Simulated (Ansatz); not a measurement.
Reaction (β-hydride elimination): `CC[SiH](N)F` → `N[SiH2]F` + `C=C`

Calculated with Ansatz (gas phase, PBE0-D4/def2-TZVP geometries, no zero-point term in ΔE). CCSD(T)/CBS adds triple-zeta CCSD(T) − MP2 to the extrapolated MP2 energy (def2 sets, frozen cores). This one scheme is used for every species. DFT in def2-TZVPP. One conformer a species, not always the lowest.

```
         level  ΔE (kcal/mol)
        PBE-D4           37.1
     r2SCAN-D4           37.5
  CAM-B3LYP-D4           35.4
        B2PLYP           32.2
       r2SCAN0           38.5
       LC-ωPBE           39.5
MP2/def2-QZVPP           36.9
CCSD/CBS(def2)           34.4
```

Problem. What does CCSD(T)/CBS give? (An estimate is asked.)

Solution. Computed: +34.6 kcal/mol. The listed levels differ from it by 2.5, 2.9, 0.8, -2.4, 3.9, 4.9, 2.3, -0.2 kcal/mol.

Largest T1 diagnostic among the species: 0.011.

The D4 term adds +3.7 kcal/mol with B3LYP and +2.1 kcal/mol with PBE0; it sums over pairs of atoms, weighted by their polarisabilities, and B3LYP, whose exchange is more repulsive, gets the larger term. Leaving LDA and LC-ωPBE aside and taking each functional with its dispersion term where it has one, the values, not all of them listed here, spread over 8.5 kcal/mol, from BLYP-D4 to PBE0-D4. LDA lies +10.2 kcal/mol from PBE without D4.

CCSD(T)/CBS has its own doubt, a few kJ/mol and more with outer-core shells, so smaller differences from it don't rank the levels.

B3LYP here is the variant with VWN-RPA as its local correlation; programs differ in this.
